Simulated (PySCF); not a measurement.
CH₃I, SMILES CI. Atoms are numbered in the order given.

```xyz
5

C      0.0000     0.0000     1.8277
I      0.0000     0.0000    -0.3287
H      0.8957     0.5171     2.1518
H     -0.8957     0.5171     2.1518
H      0.0000    -1.0342     2.1518
```
Charge 0, spin multiplicity 1.

The structure is a stationary point at B3LYP-D3(BJ)/def2-TZVP. The def2 effective core potentials stand for the cores of I; spin–orbit coupling is left out.

All values below come from B3LYP-D3(BJ)/def2-TZVP run with PySCF.

Frequencies are harmonic and unscaled.

Modes within 1.5 cm⁻¹ of each other (mostly degenerate sets) share a row, with their intensities summed.

Computed vibrational spectrum:
```
mode  ν (cm⁻¹)  IR (km/mol)  Raman (Å⁴/amu)  depolarisation  moving atoms (share of kinetic energy)
----  --------  -----------  --------------  --------------  --------------------------------------
1          526          3.0            32.0            0.26                  C 77 %, H 12 %, I 11 %
2–3        894         12.8             3.5            0.75                          H 89 %, C 11 %
4         1280         29.8             4.2            0.26                          H 88 %, C 12 %
5–6       1470         10.8            11.6            0.75                                  H 94 %
7         3089         10.5           138.3            0.00                                  H 98 %
8–9       3197          1.4           120.9            0.75                          H 90 %, C 10 %
```
